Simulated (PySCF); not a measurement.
C6H11Cl3.
Bonds: C1–C2, C2–C3, C2–C4, C2–C5, C5–C6, C6–Cl7, C6–Cl8, C6–Cl9. Hydrogens: H10, H11, H12 on C1; H13, H14, H15 on C3; H16, H17, H18 on C4; H19, H20 on C5.

Lines to be assigned: C 1s: 290.65 (area 3), 291.05 (area 1), 291.28 (area 1), 295.12 (area 1) eV; Cl 1s: 2828.77 eV; Cl 2p3/2: 206.20 eV.

Theory: delta-SCF UKS SCAN, pcX-2 on the ionised atom, pcseg-1 elsewhere, spin-free X2C in PySCF. Geometry: PBE0-D3(BJ)/def2-SVP; no solvent, vibrations or thermal averaging.

**Question.** Order the carbon atoms by C 1s binding energy.

**Answer.** 290.65 eV: C1/C3/C4 (methyl carbon); 291.05 eV: C2 (quaternary sp3 carbon); 291.28 eV: C5 (chain CH2 carbon); 295.12 eV: C6 (CCl3 carbon). The listed C 1s values span 4.47 eV, from C1/C3/C4 (bonded to C and 3 H) to C6 (bonded to 3 Cl and C). Summing the Pauling electronegativity differences to the bonded atoms, each weighted by its formal bond order, gives -1.05 for the lowest site and +1.83 for the highest; no listed site has a larger sum than the highest.

Bonded neighbours of each site: C1/C3/C4: C and 3 H; C2: 4 C; C5: 2 C and 2 H; C6: 3 Cl and C; Cl7/Cl8/Cl9: C.

**Question.** What is the C 1s shift of C2 against C1/C3/C4?

**Answer.** 291.05 − 290.65 = +0.40 eV, or +39 kJ/mol.

Topologically equivalent atoms share the value of their first member; where this conformer doesn't relate them by symmetry, their own values could differ. Spin–orbit coupling isn't in the SCF: each 2p doublet comes from a relaxed spin-free hole plus a matrix of the shell (mean-field spin–orbit coupling and the ground-state 2p splitting), with 2p3/2 averaged over its two sublevels. 2p1/2 minus 2p3/2 (ligand field included): Cl 1.65 eV.

Shape of the structure used: `[CH3:1][C:2]([CH3:3])([CH3:4])[CH2:5][C:6]([Cl:7])([Cl:8])[Cl:9]`: C1–C2–C5–C6 -160°, C2–C5–C6–Cl7 -170°.
